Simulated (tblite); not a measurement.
C₆H₈FN.
Geometry (GFN2-xTB, Å), atoms numbered from 1 in this order:
```
atom  x, y, z in Å
C1    -2.000   -0.507    0.209
C2    -0.607    0.044    0.441
C3    -0.004    0.942   -0.658
C4     1.321    0.146   -0.569
C5     2.334    0.849    0.169
N6     3.126    1.436    0.748
C7     0.570   -0.926    0.255
F8     1.182   -1.351    1.401
H9    -2.063   -0.991   -0.764
H10   -2.251   -1.236    0.976
H11   -2.731    0.297    0.242
H12   -0.540    0.517    1.422
H13    0.072    2.001   -0.427
H14   -0.494    0.814   -1.621
H15    1.748   -0.204   -1.512
H16    0.328   -1.823   -0.324
```

Computed values, GFN2-xTB/tblite, gas phase, harmonic and unscaled. Against measured fundamentals such values can be off by several per cent, at times by over 20. One conformer, not necessarily the lowest.

Harmonic wavenumbers (cm⁻¹): 51.1, 125.8, 185.4, 196.0, 271.5, 309.9, 374.3, 445.6, 509.0, 587.9, 728.7, 836.8, 844.0, 924.3, 957.4, 976.3, 1042.6, 1080.5, 1097.3, 1113.8, 1150.0, 1156.7, 1174.4, 1199.1, 1234.6, 1238.3, 1272.4, 1304.3, 1337.9, 1410.7, 1467.2, 1492.3, 1494.8, 2410.1, 2937.9, 2960.8, 2984.6, 3019.0, 3026.6, 3031.5, 3040.5, 3044.1.

A = 3600, B = 1562, C = 1242 MHz; mass 113.064 u (most abundant isotopes); point group C1, symmetry number 1.

Q: Zero-point energy?

A: ½Σν̃ = 28023 cm⁻¹ = 80.12 kcal/mol.

Q: Entropy at 298.15 K, 1 bar (ideal gas, RRHO, classical rotation)?

A: Translation 40.11, rotation 28.22, vibration 19.79: S = 88.1 cal/(mol K).

Q: And Cp and H(298.15 K) − H(0)?

A: Cp = 30.60 cal/(mol K), of which vibrations give 22.65 (their classical limit is 42 R = 83.5); H(298.15 K) − H(0) = 5.61 kcal/mol without the zero-point energy, 3.24 from vibrations.

Q: How do the functions run with temperature in this model?

A: 
```
 T (K)  S (cal/(mol K))  Cp (cal/(mol K))  H − H(0) (kcal/mol)  G − H(0) (kcal/mol)  ln q(vib)
    50             55.9              10.9                 0.46                -2.34       0.30
   100             64.8              15.2                 1.11                -5.37       1.00
373.15             95.7              37.0                 8.14               -27.56       5.88
   500            107.9              46.6                13.47               -40.48       8.28
   750            129.5              60.0                26.93               -70.23      13.04
  1000            148.1              68.6                43.08              -104.99      17.60
```

q(vib) and H(0) count from the zero-point level.

Q: Blend soft modes into free rotors: weight 1/[1 + (100 cm⁻¹/ν̃)⁴] for the oscillator and the rest for a rotor with moment μB/(μ + B), μ = h/(8π²ν), B = 10⁻⁴⁴ kg m². What vibrational entropy results?

A: 18.52 cal/(mol K) in place of 19.79, which changes −T·S at 298.15 K by +0.38 kcal/mol.

Hindered rotation and anharmonicity are outside this model. Other conformers, if any are populated, would add a mixing term that is left out. The structure is chiral; the term R ln 2 for an equal mix with its mirror image is left out.
